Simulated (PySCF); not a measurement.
A structure optimised at PBE-D3(BJ)/def2-SVP, used in a PySCF frequency run:

```
O
C 1 1.4129
H 2 1.1124 1 108.39
H 2 1.1166 3 107.34 1 -122.47
H 2 1.1185 3 107.05 4 -114.75
Sn 1 2.0137 2 118.97 3 173.14
O 6 2.0120 1 108.64 2 64.22
H 7 0.9769 6 109.77 1 61.72
H 6 1.7246 7 112.47 8 -51.17
H 6 1.7250 9 119.98 1 -122.75
```

**Question.** Write its SMILES and formula.

**Answer.** C[O][SnH2][OH], CH6O2Sn

**Question.** What are its rotational constants (standard atomic weights)?

**Answer.** 6.7957, 2.6773, 2.1233 GHz
